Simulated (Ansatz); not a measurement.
Total energies of `[F][Ti]([F])([SeH])[SeH]`.

Cartesian coordinates in Å:
```
F 0.530 -2.099 0.196
Ti -0.269 -0.555 0.283
F -1.789 -0.499 1.130
Se -0.797 0.281 -1.916
Se 1.362 0.886 1.321
H 0.588 0.008 -2.335
H 0.374 1.978 1.320
```

Charge 0, multiplicity 1. Correlated methods include outer-core shells of Se, Ti, which these sets cover unevenly. Scalar relativity is left out up to krypton. The structure was optimised at the PBE0-D4/def2-TZVP level. It is one conformer, not always the lowest. Basis def2-TZVPP, Ansatz 0.2.0.

RPA on PBE orbitals: Hartree–Fock energy of these orbitals -5848.29460 Eh, correlation -2.25835 Eh (frozen core).

```
             functional  energy without D4 (Eh)  D4 term (kJ/mol)
            LDA (SPW92)             -5843.66681                 –
                    PBE             -5852.67951             -21.1
                 revPBE             -5853.24005             -47.9
                   BLYP             -5853.89710             -43.9
                 r2SCAN             -5853.67524              -4.8
                 B97M-V             -5852.63355                 –
                   PBE0             -5852.82473             -18.3
                  B3LYP             -5853.87889             -34.6
                r2SCANh             -5853.63634              -5.3
                r2SCAN0             -5853.58172              -6.0
HSE06 (plane-wave form)             -5852.81498             -17.5
                  BHLYP             -5853.63354             -32.7
              CAM-B3LYP             -5854.01503             -19.3
                LC-ωPBE             -5852.82571                 –
                ωB97X-V             -5853.14196                 –
                ωB97M-V             -5853.39827                 –
                 B2PLYP             -5852.76963                 –
               PBE-QIDH             -5852.05171                 –
```

B3LYP takes the VWN-RPA correlation (the form of Gaussian; ORCA's B3LYP/G). HSE06 is the plane-wave form, built on full-range PBE exchange. The double hybrids freeze the cores in their second-order part.

LC-ωPBE has ω = 0.4 bohr⁻¹.
